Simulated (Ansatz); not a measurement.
`ClB1CO1` + H₂ → `B1CO1` + HCl at 298.15 K and 1 bar (hydrogenolysis of a B–Cl bond).

Calculated with Ansatz (gas phase, PBE0-D4/def2-TZVP geometries, no zero-point term in ΔE). CCSD(T)/CBS is the MP2 limit (def2-TZVPP, def2-QZVPP) plus CCSD(T) − MP2 in def2-TZVPP, frozen cores. This one scheme is used for every species.

```
  species  CCSD(T)/CBS energy (Eh)  H − E (kJ/mol)  S (J/(mol·K))
`ClB1CO1`               -599.02877           106.3          280.8
       H₂                 -1.17544            35.1          130.4
  `B1CO1`               -139.80191           122.0          247.7
      HCl               -460.38127            26.6          186.8
```

H − E and S are ideal-gas, rigid-rotor, harmonic terms from PBE0-D4/def2-TZVP. The MP2-based limit puts H₂ 0.8 mEh under its directly extrapolated value; such offsets cancel only in part. 1 Eh = 2625.50 kJ/mol, R = 8.31446 J/(mol·K).

Problem. By hand: ΔE, ΔH, ΔS and ΔG.

Solution. ΔE = (-139.80191) + (-460.38127) − (-599.02877) − (-1.17544) = 0.02103 Eh = 55.2 kJ/mol. Δ(H − E) = 122.0 + 26.6 − 106.3 − 35.1 = 7.2, so ΔH = 62.4 kJ/mol. ΔS = 247.7 + 186.8 − 280.8 − 130.4 = 23.3 J/(mol·K). ΔG = 62.4 − 298.15 × (23.3)/1000 = 55.5 kJ/mol.

Problem. By hand: the equilibrium constant, and the temperature at which ΔG would vanish if ΔH and ΔS stayed fixed.

Solution. log₁₀ K = −ΔG/(RT ln 10) = -9.7. ΔG = 0 at ΔH/ΔS = 2678 K, far beyond where these terms or the molecules hold.

ΔH outweighs TΔS. A doubt of 5 kJ/mol in ΔE shifts log₁₀ K by 0.9 here. These are equilibria of isolated gas molecules and say nothing of rates. Largest T1 diagnostic: 0.016 (customary marks: 0.02 for closed shells, 0.045 for open ones).
